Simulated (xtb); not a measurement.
MoO3, charge -1, doublet, geometry from GFN2-xTB (such geometries of metal compounds can be far from the true shape) (the multiplicity is a formal guess), atoms displaced at random by about 0.02 Å a coordinate. Base run: GFN1-xTB (xtb).

Here is a job for xtb.
```
$ xtb mol.xyz --gfn 1 --chrg -1 --uhf 1 --opt --json

# file mol.xyz
4

Mo     0.01590857     0.00921580    -0.00604053
O     -1.13339907    -1.19027887    -0.09928841
O     -0.09508434     1.31635613    -1.01620638
O      1.24976769    -0.10268397     1.07065855
```

Each row names what was changed in the base input (with any setting that the change needs).

```csv
change,ΔE vs base (kcal/mol),optimiser steps
base,0.000,4
engine = inertial,0.001,-
opt level = lax,0.000,4
opt level = extreme,-0.001,7
opt level = sloppy,0.000,4
alpb = ether,-50.28,4
opt level = loose,0.000,4
alpb = toluene,-42.65,4
opt level = vtight,-0.001,7
opt level = crude,0.002,3
```
